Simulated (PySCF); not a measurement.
C6H9NS.
SMILES with atom numbers: `[CH3:1][C@@H:2]([SH:3])[C@@H:4]1[CH2:5][C@H:6]1[C:7]#[N:8]` (hydrogens: H9, H10, H11 on C1; H12 on C2; H13 on S3; H14 on C4; H15, H16 on C5; H17 on C6)

Computed with PBE0-D3(BJ)/def2-SVP geometry optimisation, gas phase in PySCF 2.14.0.

Question: List the bond lengths, angles and torsions at this level.

Answer: 
| bond | length (bohr) | order |
| --- | --- | --- |
| C1–C2 | 2.871 | single |
| C2–S3 | 3.461 | single |
| C2–C4 | 2.849 | single |
| C4–C5 | 2.806 | single |
| C5–C6 | 2.860 | single |
| C6–C7 | 2.714 | single |
| C7≡N8 | 2.190 | triple |
| C4–C6 | 2.867 | single |
| C1–H9, C1–H10, C1–H11 | 2.080 | single |
| C2–H12 | 2.086 | single |
| S3–H13 | 2.553 | single |
| C4–H14 | 2.070 | single |
| C5–H15 | 2.063 | single |
| C5–H16 | 2.065 | single |
| C6–H17 | 2.069 | single |

Bonds in one row agree within 0.02 bohr and their mean is given. Orders are formal, as drawn. A selection of angles:
| angle | degrees |
| --- | --- |
| C1–C2–S3 | 112.6 |
| C1–C2–C4 | 112.5 |
| S3–C2–C4 | 111.0 |
| C2–C4–C5 | 121.6 |
| C2–C4–C6 | 118.7 |
| C5–C4–C6 | 60.5 |
| C4–C5–C6 | 60.8 |
| C5–C6–C7 | 120.3 |
| C4–C6–C5 | 58.7 |
| C4–C6–C7 | 119.6 |
| C6–C7–N8 | 179.0 |
| H13–S3–C2 | 95.9 |

Torsions: C1–C2–C4–C5 154° (antiperiplanar); C2–C4–C5–C6 -107° (anticlinal); C4–C5–C6–C7 -108° (anticlinal); C2–C4–C6–C5 112° (anticlinal); H13–S3–C2–C1 61° (synclinal).

Of the pairs four or more bonds apart, H12···H17 is among the closest relative to their van der Waals radii: 2.48 Å, 103 % of the sum of Bondi's values. S3 (thiol sulfur) is bent (angle 95.9°). The C–C distances run from 1.436 Å (C6–C7, drawn single) to 1.519 Å (C1–C2, drawn single), a spread of 0.083 Å. The 3-membered ring C4–C5–C6 has internal angles of 58.7° to 60.8°.

Point group: C1 (no symmetry element, even within 0.4 Å). Whether it is a minimum is left open (no frequencies). One conformer, not necessarily the lowest (C1–C2–S3–H 61°, C1–C2–C4–C5 154°).

The run took about 2.2 min of CPU time (one thread, shared machine). That covers the optimisation of the geometry.
